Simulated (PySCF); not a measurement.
## How methods differ on the excitation energy of P⁺

P⁺ [Ne] 3s2 3p2 (3P) → P⁺ [Ne] 3s2 3p1 4s1 (3P), as a difference of total energies. All numbers are calculated (PySCF 2.14, no relativity, point nucleus, in aug-cc-pwCVQZ (10s9p7d5f3g, 134 functions)). Correlated levels: valence: [Ne] frozen; valence and next inner shell: 1s2 frozen; nothing frozen. The calculations carry no spin-orbit coupling.

```
                            method  excitation energy (eV)
                               UHF                  10.526
                     MP2 (valence)                  10.732
MP2 (valence and next inner shell)                  10.743
               MP2 (all electrons)                  10.747
           SCS-MP2 (all electrons)                  10.716
```

Estimate what SCS-MP2 (valence) gives.

10.702 eV, closest to SCS-MP2 (all electrons) among the rows shown.

Estimate what SCS-MP2 (valence and next inner shell) gives.

10.714 eV, closest to SCS-MP2 (all electrons) among the rows shown.

For comparison: 10.740 eV (measured; NIST levels, between the centres of gravity of the two terms).
